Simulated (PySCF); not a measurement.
**A computed series [M(NH2)2]+**

Computed with PySCF 2.14.0, PBE0, def2-SVP on the ligands, density fitting, scalar-relativistic core potentials, no spin-orbit coupling, vacuum. Each member is relaxed from one template within its symmetry. Distances are means of the shortest metal–ligand contacts, charges and spins Mulliken's; removal energies are rigid, with the ligand's formal charge and no counterpoise, so too large; for an anion taken off a cation in vacuum most of it is the attraction of opposite charges, and multiply charged cations can part far more cheaply with an electron moved from ligand to metal. lcecp potentials hold a fixed number of 4f electrons in the core, out of states, spins and gaps.

| metal | basis on the metal | point group | M–NH2 (Å) | charge on M (e) | removal of one NH2 (eV) | strongest infrared band, degenerate modes summed (cm⁻¹) | unstable modes (below −25 cm⁻¹) |
| --- | --- | --- | --- | --- | --- | --- | --- |
| La | def2-SVP with ECP46 | C2v | 2.203 | 1.22 | 16.22 | – | 0 |
| Nd | lcecp-1-SVP with ECP49 | C2v | 2.124 | 1.19 | 16.72 | 624 | 0 |
| Eu | lcecp-1-SVP with ECP52 | C2v | 2.103 | 1.21 | 16.88 | 631 | 0 |
| Dy | lcecp-1-SVP with ECP55 | C2v | 2.071 | 1.20 | 17.15 | 630 | 0 |
| Lu | def2-SVP with ECP28 | C2v | 2.003 | 1.34 | 17.76 | 619 | 0 |

Q: A further member has point group C2v, M–NH2 (Å) 2.040, charge on M (e) 1.19, removal of one NH2 (eV) 17.41, strongest infrared band, degenerate modes summed (cm⁻¹) 625, unstable modes (below −25 cm⁻¹) 0. Which metal is it?

A: Tm, lcecp-1-SVP with ECP58. This is one of several that fit.

From Nd to Tm the M–NH2 distance shrinks by 0.08 Å, the lanthanide contraction, and the energy to remove one NH2 rises by 0.70 eV.

Moved off a saddle point of the template and relaxed again: La, Nd, Eu, Dy, Tm, Lu. One start shape was tried for each, so a minimum needn't be the lowest isomer.
